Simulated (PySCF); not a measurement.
GaH3OSe2.

```xyz
7

Ga    -0.5466     0.0040     0.0000
O     -2.3314     0.1252     0.0000
H     -2.8127    -0.7119     0.0000
Se     0.5060    -2.0933     0.0000
H      1.8470    -1.4781     0.0000
Se     0.5148     2.0817     0.0000
H      1.8548     1.4626     0.0000
```

Geometry optimised at B3LYP-D3(BJ)/def2-SVP. Other conformers were not sampled.

These are HF/pcSseg-1 in PySCF values and carry that method's errors. Non-relativistic, no solvent.

Computed absolute GIAO shielding of each atom: isotropic value and principal components (ppm):
| atom | σ(iso) | σ11 | σ22 | σ33 | span |
|---|---|---|---|---|---|
| Ga1 | 1478.3 | 1376.9 | 1434.0 | 1624.2 | 247.3 |
| O2 | 287.7 | 230.5 | 304.2 | 328.5 | 97.9 |
| H3 | 29.5 | 20.0 | 24.5 | 44.1 | 24.1 |
| Se4 | 2241.5 | 2136.1 | 2145.1 | 2443.3 | 307.1 |
| H5 | 31.1 | 20.1 | 27.5 | 45.6 | 25.5 |
| Se6 | 2242.7 | 2133.5 | 2137.4 | 2457.3 | 323.8 |
| H7 | 31.3 | 20.4 | 27.7 | 45.9 | 25.5 |
